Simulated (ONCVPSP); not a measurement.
## Potentials for fluorine (F) compared

Generated with ld1.x 7.5 (TM, RRKJ, ultrasoft, PAW), atompaw 4.2 or ONCVPSP 4.0.1. The cutoff is in Ry: for ld1.x and atompaw files where the sum of valence levels is converged to 10 mRy in a Bessel basis, for ONCV files where the hardest occupied wave has 1 mHa per electron of residual kinetic energy. The error is the largest all-electron minus pseudo excitation energy over each file’s own four to seven test configurations (ionisations up to +4, promotions, holes and added fractions of an electron), all of which were solved. The labels leave out finer settings (local radius, basis sizes, second energies), which also bear on the numbers. Spin-polarised tests are not counted. The rows are a selection from randomly drawn settings: files with unsolved tests, undetermined cutoffs or missed reference levels are left out.

```tsv
potential	cutoff (Ry)	largest error (meV)	bound ghosts
ONCV, LDA (Perdew-Wang 92), fully relativistic, rc 0.65/1.10 (sp), local s, core correction yes, reference 2s2 2p5, qcut 11.1/12.9, projectors 0/2	111	+294	none
ONCV, PBEsol, scalar-relativistic, rc 0.70/1.50 (sp), local smoothed, core correction yes, reference 2s2 2p3.5, qcut 10.7/10.8, projectors 1/2	105	+286	none
ONCV, PW91, scalar-relativistic, rc 0.40/1.85 (sp), local smoothed, core correction no, reference 1s2 2s2 2p5, qcut 27.4/6.3, projectors 2/2	711	+4082	none
ONCV, PBE, non-relativistic, rc 0.70/1.40/1.15 (spd), local smoothed, core correction yes, reference 2s2 2p4.5, qcut 10.9/10.3/9.6, projectors 2/2/3	109	+172	none
ONCV, LDA (Perdew-Zunger), scalar-relativistic, rc 0.80/1.60 (sp), local smoothed, core correction yes, reference 2s2 2p4.5, qcut 7.3/9.2, projectors 2/2	442	+324	none
ONCV, PBE, scalar-relativistic, rc 0.70/1.45 (sp), local smoothed, core correction no, reference 2s2 2p2, qcut 8.4/11.7, projectors 2/2	385	+846	none
ONCV, PBEsol, scalar-relativistic, rc 0.60/1.45 (sp), local smoothed, core correction yes, reference 2s2 2p5, qcut 12.3/11.5, projectors 2/2	113	+751	none
```

(1) Fill in the row for F: ONCV, BLYP, scalar-relativistic, rc 0.70/1.65/1.55 (spd), local s, core correction yes, reference 2s2 2p4.5, qcut 10.4/8.2/5.7, projectors 0/2/1.

(2) Fill in the row for F: ONCV, LDA (Perdew-Wang 92), scalar-relativistic, rc 0.75/1.60/1.70 (spd), local smoothed, core correction no, reference 2s2 2p4.75, qcut 8.3/10.8/5.2, projectors 1/2/2.

Answers

(1) cutoff 102 Ry, largest error +1965 meV, bound ghosts: none.

(2) cutoff 313 Ry, largest error +3755 meV, bound ghosts: none.
